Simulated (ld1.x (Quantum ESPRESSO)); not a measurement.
**Before and after: TM potential for B (Z = 5)**

ld1.x (Quantum ESPRESSO) 7.5 input, shortened:

```
&input
   title='B', zed=5., rel=0, dft='PZ', iswitch=3,
   config='[He] 2s1.5 2p0 3d-2'
 /
 &inputp
   pseudotype=2, tm=.true., lloc=-1, rcloc=1.35,
   nlcc=.true., new_core_ps=.true., rcore=0.90
 /
3
2S  1  0   1.50   0.00  1.05  1.05  0.0
2P  2  1   0.00   0.00  2.00  2.00  0.0
3D  3  2  -2.00   0.05  2.05  2.05  0.0
 &test
   configts(1)='2s1.5 2p0'
 /
```

All-electron outer shells of the reference configuration (LDA (PZ), non-relativistic, ld1.x):

```json
{"shell": "2s", "level (eV)": "-25.26", "outermost node (bohr)": "0.46", "outermost maximum (bohr)": "1.41"}
{"shell": "2p", "level (eV)": "-19.33", "outermost node (bohr)": "–", "outermost maximum (bohr)": "1.32"}
```

Change: core correction Bessel-smoothed model core inside 1.20 bohr.

Cutoffs: the cutoffs (Ry, on a coarse ladder) from which the occupation-weighted sum of valence levels, in a spherical-Bessel basis at the reference potential, stays within 10 and 1 mRy of its value at 400 Ry; they do not see the model core or the augmentation charge, which bear on the density cutoff. Errors are all-electron minus pseudo energies relative to the spin-unpolarised reference configuration.

Question: Predict the effect on cutoff, ghosts and configuration errors.

Answer: The potential gets neither clearly harder nor softer (40 Ry and 80 Ry → 40 Ry and 80 Ry); of the 9 tests that both files solve, the error grows in 9 and shrinks in 0 by more than 15 % and 0.3 meV (median size 37.0 → 46.8 meV); neither file shows a bound ghost. A wider model core is smoother and lowers the density cutoff, which this test does not measure.

```csv
quantity,base,changed
"cutoff, loose",40 Ry,40 Ry
"cutoff, tight",80 Ry,80 Ry
bound ghosts,none,none
"error for 2s2 2p1, meV [ΔE -19.48 eV]",+37,+47
"error for 2s2 2p0, meV [ΔE -11.16 eV]",+4.9,+6.3
"error for 2s1 2p0, meV [ΔE 14.14 eV]",+6.6,+9.3
"error for 2s1 2p1, meV [ΔE -5.21 eV]",+22,+28
"error for 2s2 2p1.3, meV [ΔE -20.26 eV]",+42,+53
"error for 2s1 2p2, meV [ΔE -13.80 eV]",+54,+70
"error for 2s0 2p3, meV [ΔE -8.10 eV]",+81,+105
"error for 2s1.5 2p0 (spin-polarised), meV [ΔE -0.13 eV]",+0.6,+3.4
"error for 2s2 2p1 (spin-polarised), meV [ΔE -19.72 eV]",+46,+63
s: phases at 2.25 bohr within 0.05 rad from the reference energy up to (Ry; the scan ends near 5),1.4,1.4
p: phases at 2.25 bohr within 0.05 rad from the reference energy up to (Ry; the scan ends near 5),1.3,1.3
d: phases at 2.25 bohr within 0.05 rad from the reference energy up to (Ry; the scan ends near 5),to the end of the scan,to the end of the scan
```
